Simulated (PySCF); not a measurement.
CH₉AlO₂Si₂, charge -1, doublet, geometry from GFN2-xTB (such geometries of metal compounds can be far from the true shape) (a state made from the parent by changing its charge; the spin is typed, not shown lowest); DF-HF/pcseg-0 (PySCF).

Input for PySCF:
```python
from pyscf import gto, scf

mol = gto.M(
    atom='''
Al    0.193542    0.302256    0.295665
C     1.057327    1.732023    1.560424
H     1.754247    1.283163    2.274487
H     0.307600    2.271740    2.150350
H     1.620341    2.493936    1.009070
O    -0.947287    1.058264   -0.847771
Si   -1.945844    1.813039   -1.833826
H    -3.343475    1.476479   -1.501501
H    -1.684407    1.408636   -3.229054
H    -1.792100    3.276157   -1.744129
O     0.762443   -1.365840    0.583580
Si    1.321185   -2.825035    0.901178
H     0.220921   -3.711678    1.325537
H     2.325762   -2.789748    1.979645
H     1.955078   -3.401598   -0.299984
''',
    basis='pcseg-0',
    charge=-1,
    spin=1,
    verbose=4,
)

mf = scf.UHF(mol)
mf = mf.density_fit(auxbasis='def2-universal-jkfit')
mf.kernel()
```

The log (banner, timings and long lists left out):

```
PySCF version 2.14.0

[INPUT] verbose = 4
[INPUT] num. atoms = 15
[INPUT] num. electrons = 73
[INPUT] charge = -1
[INPUT] spin (= nelec alpha-beta = 2S) = 1
[INPUT] symmetry False subgroup None
[INPUT] Mole.unit = angstrom
[INPUT] Symbol           X                Y                Z      unit          X                Y                Z       unit  Magmom
[...]
nuclear repulsion = 400.98939696029
number of shells = 21
number of NR pGTOs = 153
number of NR cGTOs = 84
basis = pcseg-0
ecp = {}

******** <class 'pyscf.df.df_jk.DFUHF'> ********
method = DFUHF
initial guess = minao
damping factor = 0
level_shift factor = 0
DIIS = <class 'pyscf.scf.diis.CDIIS'>
diis_start_cycle = 1
diis_space = 8
diis_damp = 0
SCF conv_tol = 1e-09
SCF conv_tol_grad = None
SCF max_cycles = 50
direct_scf = False
number electrons alpha = 37  beta = 36
Set gradient conv threshold to 3.16228e-05
******** <class 'pyscf.df.df.DF'> ********
auxbasis = def2-universal-jkfit
init E= -1010.95934446489

cycle= 1 E= -1010.93234254194  delta_E= 0.027  |g|= 0.593  |ddm|= 3.23
cycle= 2 E= -1011.02593053299  delta_E= -0.0936  |g|= 0.423  |ddm|= 1.71
cycle= 3 E= -1011.09315031678  delta_E= -0.0672  |g|= 0.0392  |ddm|= 0.545
cycle= 4 E= -1011.09517270872  delta_E= -0.00202  |g|= 0.0095  |ddm|=  0.3
cycle= 5 E= -1011.09541169566  delta_E= -0.000239  |g|= 0.0047  |ddm|= 0.121
cycle= 6 E= -1011.09549288446  delta_E= -8.12e-05  |g|= 0.00269  |ddm|= 0.0728
cycle= 7 E= -1011.09553224902  delta_E= -3.94e-05  |g|= 0.00174  |ddm|= 0.0464
cycle= 8 E= -1011.09555812455  delta_E= -2.59e-05  |g|= 0.00155  |ddm|= 0.03
cycle= 9 E= -1011.09557771122  delta_E= -1.96e-05  |g|= 0.00154  |ddm|= 0.0216
cycle= 10 E= -1011.09558826857  delta_E= -1.06e-05  |g|= 0.00155  |ddm|= 0.0113
cycle= 11 E= -1011.09553897339  delta_E= 4.93e-05  |g|= 0.0015  |ddm|= 0.0533
cycle= 12 E= -1011.09534669228  delta_E= 0.000192  |g|= 0.0014  |ddm|= 0.234
cycle= 13 E= -1011.09530380763  delta_E= 4.29e-05  |g|= 0.00136  |ddm|= 0.0617
cycle= 14 E= -1011.09522201097  delta_E= 8.18e-05  |g|= 0.00123  |ddm|= 0.133
cycle= 15 E= -1011.09500682285  delta_E= 0.000215  |g|= 0.00364  |ddm|= 0.45
cycle= 16 E= -1011.09506466041  delta_E= -5.78e-05  |g|= 0.00287  |ddm|= 0.132
cycle= 17 E= -1011.09510312998  delta_E= -3.85e-05  |g|= 0.00199  |ddm|= 0.0808
cycle= 18 E= -1011.09507477868  delta_E= 2.84e-05  |g|= 0.00225  |ddm|= 0.0659
cycle= 19 E= -1011.09509713361  delta_E= -2.24e-05  |g|= 0.00163  |ddm|= 0.0476
[...]
cycle= 21 E= -1011.0950554786  delta_E= 1.1e-05  |g|= 0.00162  |ddm|= 0.0299
cycle= 22 E= -1011.09512756834  delta_E= -7.21e-05  |g|= 0.000722  |ddm|= 0.172
cycle= 23 E= -1011.09515614858  delta_E= -2.86e-05  |g|= 0.000859  |ddm|= 0.063
cycle= 24 E= -1011.09510158227  delta_E= 5.46e-05  |g|= 0.000725  |ddm|= 0.124
cycle= 25 E= -1011.09507492622  delta_E= 2.67e-05  |g|= 0.000732  |ddm|= 0.0662
cycle= 26 E= -1011.09497054708  delta_E= 0.000104  |g|= 0.00134  |ddm|= 0.269
cycle= 27 E= -1011.09512747914  delta_E= -0.000157  |g|= 0.00155  |ddm|= 0.398
cycle= 28 E= -1011.09508329105  delta_E= 4.42e-05  |g|= 0.00166  |ddm|= 0.104
cycle= 29 E= -1011.09509227921  delta_E= -8.99e-06  |g|= 0.0017  |ddm|= 0.0228
cycle= 30 E= -1011.09512634243  delta_E= -3.41e-05  |g|= 0.00142  |ddm|= 0.0777
cycle= 31 E= -1011.09510980689  delta_E= 1.65e-05  |g|= 0.00146  |ddm|= 0.0379
cycle= 32 E= -1011.09512970098  delta_E= -1.99e-05  |g|= 0.0014  |ddm|= 0.0451
cycle= 33 E= -1011.09513791698  delta_E= -8.22e-06  |g|= 0.00143  |ddm|= 0.0185
cycle= 34 E= -1011.09520551384  delta_E= -6.76e-05  |g|= 0.00201  |ddm|= 0.14
cycle= 35 E= -1011.09504438766  delta_E= 0.000161  |g|= 0.000665  |ddm|= 0.372
cycle= 36 E= -1011.09500213403  delta_E= 4.23e-05  |g|= 0.000866  |ddm|= 0.112
cycle= 37 E= -1011.09514457709  delta_E= -0.000142  |g|= 0.00191  |ddm|= 0.361
cycle= 38 E= -1011.09509789457  delta_E= 4.67e-05  |g|= 0.00124  |ddm|= 0.113
cycle= 39 E= -1011.09513141405  delta_E= -3.35e-05  |g|= 0.00119  |ddm|= 0.078
cycle= 40 E= -1011.09510161398  delta_E= 2.98e-05  |g|= 0.000994  |ddm|= 0.0705
cycle= 41 E= -1011.09510525275  delta_E= -3.64e-06  |g|= 0.000931  |ddm|= 0.00871
cycle= 42 E= -1011.09504176824  delta_E= 6.35e-05  |g|= 0.00098  |ddm|= 0.161
cycle= 43 E= -1011.09494926006  delta_E= 9.25e-05  |g|= 0.00211  |ddm|= 0.228
cycle= 44 E= -1011.09467392618  delta_E= 0.000275  |g|= 0.00714  |ddm|= 0.398
cycle= 45 E= -1011.09481483282  delta_E= -0.000141  |g|= 0.00546  |ddm|= 0.179
cycle= 46 E= -1011.09492457346  delta_E= -0.00011  |g|= 0.00324  |ddm|= 0.177
cycle= 47 E= -1011.09482104828  delta_E= 0.000104  |g|= 0.00501  |ddm|= 0.176
cycle= 48 E= -1011.09497245922  delta_E= -0.000151  |g|= 0.00226  |ddm|= 0.276
cycle= 49 E= -1011.09490150036  delta_E= 7.1e-05  |g|= 0.0031  |ddm|= 0.154
cycle= 50 E= -1011.09527595507  delta_E= -0.000374  |g|= 0.00318  |ddm|= 0.815
SCF not converged.
SCF energy = -1011.09527595507 after 50 cycles  <S^2> = 0.75569326  2S+1 = 2.0056852
```

The run did not converge; its last values are not results.
